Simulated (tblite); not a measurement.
**Question.** What does the GFN2-xTB structure of `CN(C)[Si@@H]([SiH3])O[SiH2]` [radical] look like in three dimensions? (Doublet state.)

**Answer.** 
```xyz
19
C2H12NOSi3 angstrom
C     -1.753    0.732    1.082
N     -1.017   -0.034    0.111
C     -1.840   -1.018   -0.546
Si     0.387    0.610   -0.653
Si     1.796    1.455    0.947
O      1.080   -0.637   -1.438
Si     1.933   -2.009   -1.550
H     -1.086    1.427    1.587
H     -2.196    0.064    1.827
H     -2.565    1.306    0.615
H     -2.666   -0.554   -1.099
H     -2.267   -1.701    0.195
H     -1.231   -1.587   -1.242
H      0.092    1.485   -1.807
H      1.436    2.834    1.306
H      1.850    0.717    2.216
H      3.184    1.515    0.475
H      3.343   -1.647   -1.519
H      1.511   -2.948   -0.516
```

Orientation and origin are arbitrary. Atoms count from 1 in this order. Si4 (silicon bonded to N, O, Si and H) is distorted tetrahedral (angles from 99.3° to 116.7°). Si7 (silicon bonded to O and 2 H) is pyramidal (angles 115.2°, 110.1° and 107.3°, sum 332.6°, 0.47 Å off the plane of its three neighbours). Of the pairs four or more bonds apart, Si5···H8 is among the closest relative to their van der Waals radii: 2.95 Å, 89 % of the sum of Bondi's values. N2 (nitrogen bonded to 2 C and Si) has angles 121.3°, 121.1° and 112.3°, sum 354.6°, 0.21 Å off the plane of its three neighbours.

Bonds between heavy atoms (Å): C1–N2 1.439, N2–C3 1.441, N2–Si4 1.724, Si4–Si5 2.292, Si4–O6 1.629, O6–Si7 1.619.

Computed geometry: GFN2-xTB, gas phase. This method treats the open shell by occupation alone, without spin polarisation.

Point group: C1 (no symmetry element, even within 0.4 Å). Its GFN2-xTB frequencies are all real (lowest 32 cm⁻¹). Torsions: C1–N2–Si4–Si5 50°, N2–Si4–O6–Si7 -75°, Si4–O6–Si7–H -82° and 45°. 3 starts were optimised and ended at 0.00, 0.45 and 1.08 kcal/mol (GFN2-xTB); the lowest of these is shown.

One conformer stands for the species.
